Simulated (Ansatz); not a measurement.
**Nudged elastic band run: BH6NSSi**

input.yaml

```yaml
crystal:
  periodic: [false, false, false]
  atoms:
    - { symbol: Si, position_ang: [-1.522361, 0.146552, -0.762761] }
    - { symbol: "N", position_ang: [0.090251, -0.407652, -0.396912] }
    - { symbol: B, position_ang: [0.917846, 0.0608, 0.632466] }
    - { symbol: S, position_ang: [2.584389, -0.641287, 0.848769] }
    - { symbol: H, position_ang: [-2.488266, -0.968011, -0.685217] }
    - { symbol: H, position_ang: [-1.867823, 1.183745, 0.220609] }
    - { symbol: H, position_ang: [-1.589068, 0.702479, -2.129623] }
    - { symbol: H, position_ang: [0.461427, -1.133665, -0.988726] }
    - { symbol: H, position_ang: [0.542657, 0.913308, 1.364376] }
    - { symbol: H, position_ang: [2.954148, 0.092529, 1.899919] }
basis:
  gaussian: { orbitals: "6-31G*" }
hamiltonian:
  xc: { name: BHLYP }
  dispersion: d4
neb:
  order_check: false
  images: 7
  f_tol: 0.05
  max_iterations: 60
  spring: 20.0
  final_atoms:
    - { symbol: Si, position_ang: [-1.44374705, 0.10594329, -0.76026931] }
    - { symbol: "N", position_ang: [0.16500829, -0.26244048, -0.19151729] }
    - { symbol: B, position_ang: [0.82006317, 0.34450799, 0.88886624] }
    - { symbol: S, position_ang: [2.49837796, -0.06632526, 1.44848161] }
    - { symbol: H, position_ang: [-2.29832581, -1.09771484, -0.71534353] }
    - { symbol: H, position_ang: [-1.9956547, 1.15237367, 0.11182317] }
    - { symbol: H, position_ang: [-1.40823203, 0.57703958, -2.15958062] }
    - { symbol: H, position_ang: [0.66426285, -0.97850171, -0.69342831] }
    - { symbol: H, position_ang: [0.280686, 1.19412524, 1.51475472] }
    - { symbol: H, position_ang: [2.80076131, -1.02020948, 0.55911333] }
  initial_path:
    images:
      - { positions_ang: [[-1.522361, 0.146552, -0.762761], [0.090251, -0.407652, -0.396912], [0.917846, 0.0608, 0.632466], [2.584389, -0.641287, 0.848769], [-2.488266, -0.968011, -0.685217], [-1.867823, 1.183745, 0.220609], [-1.589068, 0.702479, -2.129623], [0.461427, -1.133665, -0.988726], [0.542657, 0.913308, 1.364376], [2.954148, 0.092529, 1.899919]] }
      - { positions_ang: [[-1.46529836, 0.15127439, -0.76147318], [-0.04290119, -0.54430983, -0.23276793], [0.86029518, -0.00788202, 0.70072268], [2.51083403, -0.39214112, 0.60977282], [-2.4901609, -0.84887313, -0.86120112], [-1.85996123, 1.22262453, 0.17919585], [-1.30473219, 0.70759315, -2.05583081], [0.34660847, -1.26544851, -0.83621195], [0.59784576, 0.66108535, 1.55651845], [2.93067042, 0.26487519, 1.70417519]] }
      - { positions_ang: [[-1.40823573, 0.15599678, -0.76018536], [-0.17605337, -0.68096767, -0.06862387], [0.80274436, -0.07656405, 0.76897935], [2.43727906, -0.14299524, 0.37077665], [-2.49205579, -0.72973526, -1.03718524], [-1.85209946, 1.26150407, 0.13778271], [-1.02039638, 0.7127073, -1.98203862], [0.23178994, -1.39723202, -0.68369791], [0.65303453, 0.40886271, 1.74866089], [2.90719285, 0.43722138, 1.50843138]] }
      - { positions_ang: [[-1.35117309, 0.16071917, -0.75889753], [-0.30920556, -0.8176255, 0.0955202], [0.74519354, -0.14524607, 0.83723603], [2.36372409, 0.10615064, 0.13178047], [-2.49395069, -0.61059739, -1.21316936], [-1.84423769, 1.3003836, 0.09636956], [-0.73606058, 0.71782145, -1.90824642], [0.11697141, -1.52901553, -0.53118386], [0.70822329, 0.15664006, 1.94080334], [2.88371527, 0.60956757, 1.31268758]] }
      - { positions_ang: [[-1.29411046, 0.16544156, -0.75760971], [-0.44235775, -0.95428334, 0.25966426], [0.68764272, -0.21392809, 0.90549271], [2.29016912, 0.35529652, -0.1072157], [-2.49584558, -0.49145952, -1.38915348], [-1.83637593, 1.33926314, 0.05495641], [-0.45172477, 0.7229356, -1.83445423], [0.00215288, -1.66079904, -0.37866981], [0.76341206, -0.09558259, 2.13294578], [2.8602377, 0.78191376, 1.11694377]] }
      - { positions_ang: [[-1.33151961, 0.15056699, -0.75827461], [-0.29051624, -0.78132262, 0.14686888], [0.72074784, -0.07431907, 0.90133609], [2.34222133, 0.24989107, 0.28170862], [-2.44646564, -0.64302335, -1.22070099], [-1.87619562, 1.29254077, 0.0691731], [-0.69085158, 0.6864616, -1.91573583], [0.16768037, -1.49022471, -0.45735944], [0.64273055, 0.22684437, 1.97839802], [2.8453686, 0.33138295, 0.97748616]] }
      - { positions_ang: [[-1.36892875, 0.13569242, -0.75893951], [-0.13867473, -0.60836191, 0.03407349], [0.75385295, 0.06528995, 0.89717947], [2.39427354, 0.14448563, 0.67063295], [-2.3970857, -0.79458718, -1.0522485], [-1.91601531, 1.24581841, 0.08338979], [-0.9299784, 0.64998759, -1.99701743], [0.33320787, -1.31965037, -0.53604906], [0.52204903, 0.54927133, 1.82385025], [2.8304995, -0.11914786, 0.83802855]] }
      - { positions_ang: [[-1.4063379, 0.12081786, -0.75960441], [0.01316678, -0.4354012, -0.0787219], [0.78695806, 0.20489897, 0.89302286], [2.44632575, 0.03908019, 1.05955728], [-2.34770575, -0.94615101, -0.88379602], [-1.95583501, 1.19909604, 0.09760648], [-1.16910521, 0.61351359, -2.07829902], [0.49873536, -1.14907604, -0.61473869], [0.40136752, 0.87169828, 1.66930248], [2.81563041, -0.56967867, 0.69857094]] }
      - { positions_ang: [[-1.44374705, 0.10594329, -0.76026931], [0.16500829, -0.26244048, -0.19151729], [0.82006317, 0.34450799, 0.88886624], [2.49837796, -0.06632526, 1.44848161], [-2.29832581, -1.09771484, -0.71534353], [-1.9956547, 1.15237367, 0.11182317], [-1.40823203, 0.57703958, -2.15958062], [0.66426285, -0.97850171, -0.69342831], [0.280686, 1.19412524, 1.51475472], [2.80076131, -1.02020948, 0.55911333]] }
```

Launched with:

```bash
$ ansatz run input.yaml --threads 1 --pin off --max-ram 2048MiB --backend cpu --events-out ev --progress --plain --runs-dir out
```

Output, in part (warnings, iteration lines, the closing report on the highest movable image, with atoms numbered from 0):

```
NEB end point (image 0): max|allowed force component| = 1.237e-2 eV/Å (the criterion of neb.relax_end_points is 1.000e-2)
NEB end point (image 8): max|allowed force component| = 6.792e-3 eV/Å (the criterion of neb.relax_end_points is 1.000e-2)
NEB iter   1: max|band force component| = 2.302e2 eV/Å  barrier→ = 56.1028 eV  barrier← = 56.0826 eV  Δτ_max = 0.2000 Å  (222 SCF iters)
NEB iter   2: max|band force component| = 9.641e1 eV/Å  barrier→ = 22.8382 eV  barrier← = 22.8179 eV  Δτ_max = 0.1990 Å  (212 SCF iters)
NEB iter   3: max|band force component| = 4.903e1 eV/Å  barrier→ = 11.3662 eV  barrier← = 11.3460 eV  Δτ_max = 0.1995 Å  (205 SCF iters)
NEB iter   4: max|band force component| = 2.055e1 eV/Å  barrier→ = 4.9447 eV  barrier← = 4.9245 eV  Δτ_max = 0.1955 Å  (203 SCF iters)
NEB iter   5: max|band force component| = 8.728e0 eV/Å  barrier→ = 2.0881 eV  barrier← = 2.0679 eV  Δτ_max = 0.1946 Å  (207 SCF iters)
NEB iter   6: max|band force component| = 4.454e0 eV/Å  barrier→ = 0.9229 eV  barrier← = 0.9027 eV  Δτ_max = 0.1948 Å  (205 SCF iters)
NEB iter   7: max|band force component| = 5.174e0 eV/Å  barrier→ = 0.8302 eV  barrier← = 0.8100 eV  Δτ_max = 0.2000 Å  (205 SCF iters)
NEB iter   8: max|band force component| = 5.651e0 eV/Å  barrier→ = 0.8434 eV  barrier← = 0.8232 eV  Δτ_max = 0.1976 Å  (198 SCF iters)
NEB iter   9: max|band force component| = 5.597e0 eV/Å  barrier→ = 0.9001 eV  barrier← = 0.8799 eV  Δτ_max = 0.1522 Å  (203 SCF iters)
NEB iter  10: max|band force component| = 5.056e0 eV/Å  barrier→ = 0.7498 eV  barrier← = 0.7295 eV  Δτ_max = 0.1974 Å  (206 SCF iters)
NEB iter  11: max|band force component| = 6.121e0 eV/Å  barrier→ = 0.7760 eV  barrier← = 0.7558 eV  Δτ_max = 0.1545 Å  (204 SCF iters)
NEB iter  12: max|band force component| = 7.504e0 eV/Å  barrier→ = 0.7455 eV  barrier← = 0.7252 eV  Δτ_max = 0.1343 Å  (204 SCF iters)
NEB iter  13: max|band force component| = 8.644e0 eV/Å  barrier→ = 0.8197 eV  barrier← = 0.7995 eV  Δτ_max = 0.1175 Å  (202 SCF iters)
NEB iter  14: max|band force component| = 7.947e0 eV/Å  barrier→ = 0.6217 eV  barrier← = 0.6015 eV  Δτ_max = 0.0979 Å  (202 SCF iters)
NEB iter  15: max|band force component| = 6.487e0 eV/Å  barrier→ = 0.6478 eV  barrier← = 0.6276 eV  Δτ_max = 0.1910 Å  (200 SCF iters)
NEB iter  16: max|band force component| = 6.484e0 eV/Å  barrier→ = 0.4988 eV  barrier← = 0.4786 eV  Δτ_max = 0.1212 Å  (208 SCF iters)
NEB iter  17: max|band force component| = 6.480e0 eV/Å  barrier→ = 0.3929 eV  barrier← = 0.3727 eV  Δτ_max = 0.0782 Å  (189 SCF iters)
NEB iter  18: max|band force component| = 6.613e0 eV/Å  barrier→ = 0.4031 eV  barrier← = 0.3829 eV  Δτ_max = 0.1997 Å  (190 SCF iters)
NEB iter  19: max|band force component| = 6.796e0 eV/Å  barrier→ = 0.3915 eV  barrier← = 0.3713 eV  Δτ_max = 0.1793 Å  (192 SCF iters)
NEB iter  20: max|band force component| = 5.662e0 eV/Å  barrier→ = 0.4115 eV  barrier← = 0.3913 eV  Δτ_max = 0.2000 Å  (197 SCF iters)
NEB iter  21: max|band force component| = 5.526e0 eV/Å  barrier→ = 0.3855 eV  barrier← = 0.3653 eV  Δτ_max = 0.1975 Å  (196 SCF iters)
NEB iter  22: max|band force component| = 4.162e0 eV/Å  barrier→ = 0.3722 eV  barrier← = 0.3520 eV  Δτ_max = 0.1953 Å  (201 SCF iters)
NEB iter  23: max|band force component| = 2.321e0 eV/Å  barrier→ = 0.3996 eV  barrier← = 0.3793 eV  Δτ_max = 0.1949 Å  (207 SCF iters)
NEB iter  24: max|band force component| = 4.587e-1 eV/Å  barrier→ = 0.3933 eV  barrier← = 0.3731 eV  CI = image 5  Δτ_max = 0.1538 Å  (208 SCF iters)
NEB iter  25: max|band force component| = 2.922e-1 eV/Å  barrier→ = 0.3946 eV  barrier← = 0.3743 eV  CI = image 5  Δτ_max = 0.0297 Å  (199 SCF iters)
NEB iter  26: max|band force component| = 1.301e-1 eV/Å  barrier→ = 0.3930 eV  barrier← = 0.3728 eV  CI = image 5  Δτ_max = 0.0386 Å  (179 SCF iters)
NEB iter  27: max|band force component| = 1.231e-1 eV/Å  barrier→ = 0.3918 eV  barrier← = 0.3716 eV  CI = image 5  Δτ_max = 0.0415 Å  (200 SCF iters)
NEB iter  28: max|band force component| = 1.518e-1 eV/Å  barrier→ = 0.3919 eV  barrier← = 0.3717 eV  CI = image 5  Δτ_max = 0.0165 Å  (186 SCF iters)
NEB iter  29: max|band force component| = 4.872e-2 eV/Å  barrier→ = 0.3915 eV  barrier← = 0.3713 eV  CI = image 5  Δτ_max = 0.0000 Å  (347 SCF iters)
Total energy: -20976.80272921 eV, -770.8832817107 hartree
Atom 0 at    -1.511029     0.086946    -0.698603 Å, force     0.000931    -0.002721    -0.012162 eV/Å
Atom 1 at     0.175924    -0.234214    -0.351253 Å, force    -0.013311     0.020199     0.014508 eV/Å
Atom 2 at     0.960248     0.404178     0.603198 Å, force     0.015772    -0.023485     0.003716 eV/Å
Atom 3 at     2.760790    -0.081658     0.810256 Å, force    -0.007715    -0.000531    -0.002396 eV/Å
Atom 4 at    -2.345240    -1.083815    -0.364381 Å, force     0.001851    -0.000774    -0.001895 eV/Å
Atom 5 at    -1.918793     1.244710     0.108862 Å, force    -0.002970    -0.003060     0.002154 eV/Å
Atom 6 at    -1.679632     0.374328    -2.135968 Å, force    -0.001940    -0.001398     0.001981 eV/Å
Atom 7 at     0.638740    -0.944472    -0.896546 Å, force     0.003702     0.002229     0.000570 eV/Å
Atom 8 at     0.495529     1.268255     1.268997 Å, force     0.003385     0.007347    -0.006416 eV/Å
Atom 9 at     2.506664    -1.085459     1.658337 Å, force     0.000295     0.002195    -0.000061 eV/Å
Dipole moment:    -0.429912    -0.257996    -0.145344 e Å
```

The run converged. Another band between the same ends (7 images) ends at a top of the same energy, where a vibrational analysis finds 1 clearly imaginary mode.

Final band (atoms are numbered from 1 in the order of the input):

| image | path coordinate (Å) | energy (eV) | dihedral N2–B3–S4–H10 (°) |
| --- | --- | --- | --- |
| 0 | 0.00 | 0.00 | 180 |
| 1 | 0.42 | 0.00 | -180 |
| 2 | 0.85 | 0.04 | -163 |
| 3 | 1.27 | 0.17 | -139 |
| 4 | 1.69 | 0.32 | -113 |
| 5 | 2.11 | 0.39 | -86 |
| 6 | 2.64 | 0.27 | -51 |
| 7 | 3.16 | 0.06 | -16 |
| 8 | 3.68 | 0.02 | 0 |

Run time: 8.2 min on 1 thread of AMD EPYC 9R14 (Zen 4), with other jobs on the host, peak memory 0.18 GiB.
